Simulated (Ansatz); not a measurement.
Consider the ligand exchange at the Si–S bond: `F[SiH](F)S[SiH2]Cl` + `C=C[SiH](N)Cl` → `C=C[SiH](Cl)N[SiH2]Cl` + `F[SiH](F)S`.

Isolated molecules relaxed with PBE0-D4/def2-TZVP in Ansatz; ΔE leaves out vibrations. CBS: MP2 limit from def2 TZ/QZ plus the TZ coupled-cluster correction, frozen cores. Functionals use def2-TZVPP. Each species was taken in one conformer, which may not be the lowest.

Task: Is it downhill or uphill in electronic energy at CCSD(T)/CBS, and by how much? (Estimate.)

Result: The calculation gave: Nearly level: ΔE = -2.1 kJ/mol.

Task: What do these levels give: PBE-D4, r2SCAN-D4, B2PLYP, PBE, r2SCAN, PBE0, HF/def2-TZVPP, CCSD/def2-TZVPP, CCSD(T)/def2-TZVPP, MP2/def2-QZVPP, SCS-MP2/def2-QZVPP, MP2/CBS(def2)? (An estimate is asked.)

Result: Ansatz gave: PBE-D4 7.7, r2SCAN-D4 2.9, B2PLYP -3.4, PBE 8.6, r2SCAN 3.9, PBE0 5.7, HF/def2-TZVPP -11.3, CCSD/def2-TZVPP -8.6, CCSD(T)/def2-TZVPP -6.9, MP2/def2-QZVPP -1.7, SCS-MP2/def2-QZVPP -5.1, MP2/CBS(def2) 0.6 kJ/mol.

Largest T1 diagnostic among the species: 0.012.

In def2-TZVPP, CCSD(T) changes the Hartree–Fock value by +4.4 kJ/mol (the triples alone add +1.7 kJ/mol) and MP2 by +7.1 kJ/mol.
